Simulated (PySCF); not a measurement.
A GIAO shielding run with PySCF 2.14.0 with density-fitted response routines (density fitting, non-relativistic, gas phase) on SMILES C[SiH2]NCC(C)C, C5H15NSi:

```
$ OMP_NUM_THREADS=1 python probes_run.py task.json out

{"job": {"kind": "nmr", "xc": "PBE0", "basis": "pcSseg-1"}, "charge": 0, "multiplicity": 1}
C      3.502705     0.667897    -0.629173
Si     2.088438    -0.483468    -0.122948
N      0.852629     0.535120     0.498218
C     -0.384085     0.033904     1.042267
C     -1.413829    -0.408257    -0.010806
C     -2.635287    -1.011571     0.676914
C     -1.825563     0.759802    -0.903244
H      3.792323     1.327001     0.182926
H      3.240062     1.287190    -1.481800
H      4.374097     0.085247    -0.907652
H      1.723537    -1.318150    -1.286450
H      2.466174    -1.375013     0.979849
H      0.733857     1.444625     0.077871
H     -0.137049    -0.824403     1.671555
H     -0.831833     0.805534     1.679207
H     -0.940002    -1.175019    -0.632686
H     -2.347314    -1.853796     1.301875
H     -3.121028    -0.268074     1.305703
H     -3.355134    -1.360096    -0.060175
H     -2.248289     1.564533    -0.304124
H     -2.574525     0.441004    -1.624745
H     -0.970295     1.145376    -1.453429
```

Hardware: 1 thread of an Arm Neoverse V1, shared host. The job also computes population analyses, field gradients.

(1) How large is the calculation?

(2) How long does it take, and how much memory does it need?

Results:

(1) 66 electrons, 201 basis functions and 1058 auxiliary functions.

(2) 42 s of wall time, with 12 SCF cycles and 4 response iterations; peak memory 0.92 GiB. Times on a shared host scatter by some tens of per cent.
